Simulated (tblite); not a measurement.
C7H6N (doublet state).
Cartesian coordinates in Å at the GFN2-xTB level; atoms count from 1:
```xyz
14
C7H6N angstrom
C      2.8909   -0.5548   -0.1803
C      1.6511   -0.1480   -0.0960
C      1.1594    1.2292   -0.0046
C     -0.1803    1.2079    0.0649
C     -0.6402   -0.1777    0.0231
C     -2.0232   -0.6236    0.0756
N     -3.0666    0.0774    0.1651
C      0.4385   -0.9916   -0.0717
H      3.4097   -1.4837   -0.2510
H      1.8099    2.0828    0.0010
H     -0.8299    2.0617    0.1389
H     -2.1684   -1.7003    0.0309
H     -2.9127    1.0837    0.2055
H      0.4612   -2.0634   -0.1234
```

Computed with GFN2-xTB (tblite): harmonic, unscaled wavenumbers at the GFN2-xTB geometry, gas phase. This tight-binding method is rough: wavenumbers can miss measured ones by several per cent, in bad cases by 10 to 20. One conformer, not necessarily the lowest. Open shells enter through the occupations alone, without spin polarisation, and single modes of such species can be off by tens of per cent.

Harmonic wavenumbers (cm⁻¹): 66.5, 160.4, 190.5, 242.0, 309.2, 468.8, 513.3, 573.3, 629.7, 655.0, 679.8, 713.2, 766.5, 781.4, 819.1, 850.7, 925.1, 934.9, 1060.5, 1080.5, 1116.9, 1141.6, 1147.7, 1223.7, 1337.3, 1342.7, 1526.1, 1591.8, 1673.1, 1689.6, 2999.6, 3127.9, 3149.8, 3155.6, 3181.7, 3326.8.

A = 6657, B = 1374, C = 1139 MHz; mass 104.050 u (most abundant isotopes); point group Cs, symmetry number 1; spin multiplicity 2.

Question: Zero-point energy?

Answer: Half the sum of the wavenumbers: 22576 cm⁻¹ = 64.55 kcal/mol.

Question: What is S at 400 K and 1 bar for an ideal gas of classical rigid rotors and harmonic oscillators?

Answer: Translation 41.32, rotation 28.70, vibration 24.50, spin (R ln 2) 1.38: S = 95.9 cal/(mol K).

Question: And Cp and H(400 K) − H(0)?

Answer: Cp = 37.86 cal/(mol K), of which vibrations give 29.91 (their classical limit is 36 R = 71.5); H(400 K) − H(0) = 8.73 kcal/mol without the zero-point energy, 5.55 from vibrations.

Question: Blend soft modes into free rotors: weight 1/[1 + (100 cm⁻¹/ν̃)⁴] for the oscillator and the rest for a rotor with moment μB/(μ + B), μ = h/(8π²ν), B = 10⁻⁴⁴ kg m². What vibrational entropy results?

Answer: 23.35 cal/(mol K) in place of 24.50, which changes −T·S at 400 K by +0.46 kcal/mol.

Question: What must be added to the electronic energy to get the Gibbs energy at 400 K and 1 bar?

Answer: ZPE + [H(400 K) − H(0)] − T·S = 64.55 + 8.73 − 38.36 = 34.92 kcal/mol.

Question: How do the functions run with temperature in this model?

Answer: 
| T (K) | S (cal/(mol K)) | Cp (cal/(mol K)) | H − H(0) (kcal/mol) | G − H(0) (kcal/mol) | ln q(vib) |
| --- | --- | --- | --- | --- | --- |
| 150 | 70.4 | 17.2 | 1.81 | -8.75 | 1.36 |
| 250 | 81.1 | 25.6 | 3.94 | -16.34 | 2.84 |
| 298.15 | 86.0 | 29.8 | 5.27 | -20.36 | 3.61 |
| 600 | 113.6 | 49.3 | 17.54 | -50.62 | 8.90 |
| 900 | 135.7 | 59.5 | 34.01 | -88.14 | 14.11 |

q(vib) and H(0) count from the zero-point level.

Hindered rotation and anharmonicity are outside this model. Other conformers, if any are populated, would add a mixing term that is left out.
